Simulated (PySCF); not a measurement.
**Sc⁺: excitation energy**

Sc⁺ [Ar] 3d1 4s1 (3D) → Sc⁺ [Ar] 3d1 4p1 (high-spin determinant), as a difference of total energies. Computed with PySCF 2.14 in x2c-TZVPPall with one added diffuse shell each of s, p, d, f type (7s6p5d3f1g, 80 functions), with the spin-free X2C one-electron Hamiltonian (Gaussian nucleus). Correlated levels: valence and next inner shell: [Ne] frozen. The calculations carry no spin-orbit coupling.

| method | excitation energy (cm⁻¹) |
| --- | --- |
| UHF | 26034 |
| MP2 (valence and next inner shell) | 27962 |
| SCS-MP2 (valence and next inner shell) | 27505 |
| CCSD (valence and next inner shell) | 27747 |
| CCSD(T) (valence and next inner shell) | 27826 |

The determinant of the upper state mixes LS terms, which raises its energy above the lowest term, most at the Hartree-Fock and MP2 levels.
